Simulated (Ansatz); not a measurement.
System: C₃H₂F₅, charge 0, multiplicity 2. It need not be the lowest isomer of its formula. 
Structure (B3LYP-D3(BJ)/def2-TZVP (Ansatz, a first-principles code) minimum search):
```
C
H 1 1.0886
H 1 1.0959 2 108.62
C 1 1.4954 2 108.56 3 -120.14
F 4 1.3315 1 115.87 2 166.84
F 4 1.3346 5 110.13 1 131.70
C 1 1.5169 2 107.70 3 116.61
F 7 1.3432 1 112.28 2 -179.37
F 7 1.3442 8 107.63 1 123.48
F 7 1.3477 8 107.50 9 115.52
```
Charge 0, spin multiplicity 2.

Dipole moments at this geometry, in debye (magnitudes).

```json
[
 {"level": "PBE/def2-TZVPD", "program": "Ansatz", "dipole (D)": "1.73"},
 {"level": "BLYP/def2-TZVPD", "program": "Ansatz", "dipole (D)": "1.73"},
 {"level": "revPBE/def2-TZVPD", "program": "Ansatz", "dipole (D)": "1.70"},
 {"level": "B97M-V/def2-TZVPD", "program": "Ansatz", "dipole (D)": "1.73"},
 {"level": "B3LYP/def2-TZVPD", "program": "Ansatz", "dipole (D)": "1.80"},
 {"level": "PBE0/def2-TZVPD", "program": "Ansatz", "dipole (D)": "?"},
 {"level": "BHLYP/def2-TZVPD", "program": "Ansatz", "dipole (D)": "1.87"},
 {"level": "r2SCANh/def2-TZVPD", "program": "Ansatz", "dipole (D)": "1.77"},
 {"level": "HSE06/def2-TZVPD", "program": "Ansatz", "dipole (D)": "1.79"},
 {"level": "CAM-B3LYP/def2-TZVPD", "program": "Ansatz", "dipole (D)": "1.84"},
 {"level": "wB97M-V/def2-TZVPD", "program": "Ansatz", "dipole (D)": "1.81"},
 {"level": "wB97X-V/def2-TZVPD", "program": "Ansatz", "dipole (D)": "1.82"},
 {"level": "CCSD(T)/aug-cc-pVDZ", "program": "Ansatz", "dipole (D)": "?"}
]
```

Problem. What belongs in the gaps?

Solution. 
- PBE0/def2-TZVPD, dipole (D): 1.79
- CCSD(T)/aug-cc-pVDZ, dipole (D): 1.76
